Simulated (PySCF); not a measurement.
# Dipole moment and polarisability of `CC=C=CC(C)=O`

C₆H₈O.
Atom-mapped SMILES: `[CH3:1][CH:2]=[C:3]=[CH:4][C:5]([CH3:6])=[O:7]` (hydrogens: H8, H9, H10 on C1; H11 on C2; H12 on C4; H13, H14, H15 on C6)

Structure used (GFN2-xTB), in Å, numbered top down from 1:
```
atom  x, y, z in Å
C1     2.2270   -0.6142    1.0270
C2     1.5774   -0.3235   -0.2927
C3     0.6052    0.5136   -0.4648
C4    -0.3945    1.3386   -0.6201
C5    -1.8142    0.9466   -0.5166
C6    -2.0703   -0.4974   -0.1601
O7    -2.7044    1.7452   -0.6967
H8     1.7591   -0.0430    1.8241
H9     3.2853   -0.3596    0.9833
H10    2.1448   -1.6766    1.2540
H11    1.9797   -0.8585   -1.1445
H12   -0.2223    2.3834   -0.8460
H13   -1.5213   -1.1530   -0.8313
H14   -1.7216   -0.6834    0.8539
H15   -3.1344   -0.7102   -0.2187
```

Level: B3LYP/def2-SVPD (PySCF), static field, nuclei fixed, core orbitals frozen in the response. The polarisability tensor in these axes (au):

```
x   107.53 -22.76   9.50
y   -22.76  77.65  -7.95
z     9.50  -7.95  58.81
```

Task: Diagonalise the tensor; give its mean and Δα, where Δα² is half the sum of the squared differences of the eigenvalues.

Result: Principal values 55.86, 65.99 and 122.15 au; mean 81.33 au = 12.05 Å³ = 13.41 × 10⁻⁴⁰ C²·m²/J; Δα = 61.86 au (76 % of the mean).

Task: What is the dipole moment, and where does it point?

Result: (3.40, -2.64, 0.85) D, 4.39 D in size, pointing from the negative to the positive side. Measured along this direction, the outermost atoms are O7 at the negative end and H9 and H10 at the positive end.

Task: What would n − 1 = 2πNα be for an ideal gas of these molecules at 298.15 K and 1 atm, electronic part alone?

Result: N = p/kT = 2.4615 × 10¹⁹ cm⁻³, so n − 1 = 2π × N × 12.05 × 10⁻²⁴ cm³ = 1864 × 10⁻⁶ at long wavelengths, for an ideal gas.

Task: Form Σ f/ω² (atomic units) for the 8 lowest TDDFT singlets, given as eV and f, and set it beside the mean polarisability, which is this sum over all singlets: 3.75, 0.0002; 4.98, 0.0001; 5.76, 0.0651; 6.25, 0.3171; 6.26, 0.0192; 6.38, 0.2227; 6.76, 0.0070; 7.22, 0.0120.

Result: They add up to 12.18 au, 15.0 % of the 81.33 au; the largest single term is 6.01 au, from the state at 6.25 eV. Terms in order: 0.01, 0.00, 1.45, 6.01, 0.36, 4.06, 0.11, 0.17 au. Higher excitations give the rest. The strengths listed sum to 0.643.

Task: Find the Langevin capture rate constant for H3O+ (19.018 u) meeting this molecule (96.058 u), k = 2.342 × 10⁻⁹ cm³/s × √(α in Å³ / reduced mass in u).

Result: The reduced mass is 15.88 u, so k = 2.04 × 10⁻⁹ cm³/s. The formula leaves out the permanent dipole, which adds to the capture rate.

Task: Directions of the eigenvectors, and the extent of the frame along each?

Result: Largest value along (0.86, -0.47, 0.19), where the nuclei span 6.47 Å; middle along (0.51, 0.83, -0.24), 4.19 Å; least along (-0.04, 0.30, 0.95), 3.08 Å. The response follows the extents in order.

Task: In a dilute gas of rigid molecules at 350 K, how does the orientational term μ²/3kT compare with the electronic polarisability?

Result: In Gaussian units μ²/3kT = 132.99 Å³ against 12.05 Å³, a ratio of 11.03; the Debye molar polarisation (4π/3)N_A(α + μ²/3kT) is 365.9 cm³/mol, leaving out the vibrational part.

One conformer (not necessarily the lowest) at the GFN2-xTB geometry, without solvent, vibrations or thermal averaging.

These values come from a run that also computed excited states. The run took 41 s wall on one thread, x86-64 server (shared host).
